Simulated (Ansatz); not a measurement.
C₂H₆BF⁺, that is BMe2F with one electron fewer. Total charge 1; doublet. Geometry r2SCAN-D4/def2-SVP, that of the neutral singlet; atoms count from 1.

Cartesian coordinates in Å:
```
B -0.057 -0.010 0.550
C 0.301 1.365 -0.111
H -0.653 1.861 -0.371
H 0.859 1.263 -1.055
H 0.837 2.046 0.568
C -0.267 -1.356 -0.225
H 0.712 -1.874 -0.250
H -0.570 -1.218 -1.273
H -0.967 -2.038 0.281
F -0.195 -0.039 1.885
```

(1) Estimate the Mulliken populations from the PBE0/def2-TZVP orbitals of Ansatz.

(2) Where does the spin sit?

(3) And the Mayer bond orders between heavy atoms (over 0.3)?

Results:

(1) 
```json
{"atom": "B1", "charge (e)": "0.39", "spin (α − β)": "0.16"}
{"atom": "C2", "charge (e)": "-0.37", "spin (α − β)": "0.31"}
{"atom": "H3", "charge (e)": "0.24", "spin (α − β)": "0.01"}
{"atom": "H4", "charge (e)": "0.22", "spin (α − β)": "-0.01"}
{"atom": "H5", "charge (e)": "0.24", "spin (α − β)": "0.02"}
{"atom": "C6", "charge (e)": "-0.36", "spin (α − β)": "0.31"}
{"atom": "H7", "charge (e)": "0.24", "spin (α − β)": "0.01"}
{"atom": "H8", "charge (e)": "0.22", "spin (α − β)": "-0.01"}
{"atom": "H9", "charge (e)": "0.24", "spin (α − β)": "0.02"}
{"atom": "F10", "charge (e)": "-0.06", "spin (α − β)": "0.18"}
```
Mulliken values depend strongly on the basis.

(2) Summed by element: B 0.16, C 0.63, H 0.04, F 0.18, of 1 unpaired in all. Largest on single atoms: C6 0.31, C2 0.31, F10 0.18.

(3) B1–C2 0.92 (1.57 Å); B1–C6 0.91 (1.57 Å); B1–F10 1.33 (1.34 Å).
